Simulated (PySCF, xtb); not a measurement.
Cl3GeH, SMILES [Cl][GeH]([Cl])[Cl] (connectivity only; charge and spin as stated), charge -1, multiplicity 2.

Harmonic wavenumbers (cm⁻¹) from GFN2-xTB run with xtb 6.7.1 at its own minimum, in rising order: 55, 87, 94, 186, 210, 273, 512, 570, 1016.

Q: What does B3LYP-D3(BJ)/def2-SVPD in PySCF give at its own minimum? (An estimate is asked for; the answer gives what the named calculation found.)

A: 32, 32, 127, 252, 261, 261, 672, 672, 1961. Paired by order, the mean absolute difference is 161 cm⁻¹ and the zero-point energies are 4.3 and 6.1 kcal/mol.
